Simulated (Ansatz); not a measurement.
Start from `B1C[SiH2]1` and change one atom or group to get `[SeH][SiH]1BC1`.

Ansatz, PBE0-D4/def2-TZVP geometries, multiplicity 1. Each molecule was computed in one conformer, which needn't be the lowest.

Scalar relativity is left out up to krypton. Spin–orbit coupling is left out; it splits and shifts lone-pair levels of the heavy atoms by tenths of an eV.

```csv
property,`B1C[SiH2]1`
HOMO energy (PBE0/def2-TZVPP) / eV,-6.95
size of the dipole moment (PBE/def2-TZVPP) / D,0.95
HOMO energy (PBE/def2-TZVPP) / eV,-5.94
size of the dipole moment (ωB97M-V/def2-TZVPP) / D,0.89
HOMO energy (B3LYP/def2-TZVPP) / eV,-6.75
LUMO energy (PBE/def2-TZVPP) / eV,-2.44
```

Question: What does the change do to each property? (Best estimate.)

Answer: Ansatz gave: 
```json
{"property": "HOMO energy (PBE0/def2-TZVPP) / eV", "`[SeH][SiH]1BC1`": "-6.76", "shift": "0.19"}
{"property": "size of the dipole moment (PBE/def2-TZVPP) / D", "`[SeH][SiH]1BC1`": "1.64", "shift": "0.69"}
{"property": "HOMO energy (PBE/def2-TZVPP) / eV", "`[SeH][SiH]1BC1`": "-5.76", "shift": "0.18"}
{"property": "size of the dipole moment (ωB97M-V/def2-TZVPP) / D", "`[SeH][SiH]1BC1`": "1.62", "shift": "0.73"}
{"property": "HOMO energy (B3LYP/def2-TZVPP) / eV", "`[SeH][SiH]1BC1`": "-6.54", "shift": "0.21"}
{"property": "LUMO energy (PBE/def2-TZVPP) / eV", "`[SeH][SiH]1BC1`": "-2.22", "shift": "0.22"}
```

The zero-point energy changes by 3.1 kJ/mol with +3 modes. Dipoles are sizes alone; their direction can turn.

B3LYP here is the variant with VWN-RPA as its local correlation; programs differ in this.
